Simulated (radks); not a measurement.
The numbers below are computed, except where a source is named.
The sulfur anion S2-, [Ar], held by a Watson sphere: a shell of charge +2 at radius R that stands for the Madelung well of a crystal (potential energy -2/R inside, -2/r outside, in hartree with lengths in bohr). Code: a radial shooting solver on a logarithmic mesh with Libxc functionals. Model: scalar-relativistic Kohn-Sham, LDA (Slater exchange, VWN5 correlation), spin-polarised, spherical densities, finite nucleus; Fermi nuclear charge, rms radius of each element as measured or else 0.836 A^(1/3) + 0.57 fm. Response by self-consistent Sternheimer equations with the Hartree and adiabatic LDA kernel, the relativistic mass of each level held fixed and spin-orbit coupling left out. The sphere does not respond.

R (bohr),e(2p) (eV),e(3s) (eV),e(3p) (eV),<r> 3p (bohr),sum of <r^2> (bohr^2),X-ray form factor at sin(theta)/lambda = 0.2 1/angstrom,alpha (bohr^3)
2,-153.45,-18.496,-8.539,2.067,39.42,11.524,23.38
3.82,-152.23,-14.205,-4.997,2.476,55.48,11.054,67.67
4.31,-151.78,-13.497,-4.280,2.558,59.41,11.045,88.90
4.6,-151.53,-13.139,-3.907,2.603,61.71,11.045,104.2
4.65,-151.49,-13.081,-3.847,2.610,62.11,11.045,107.0
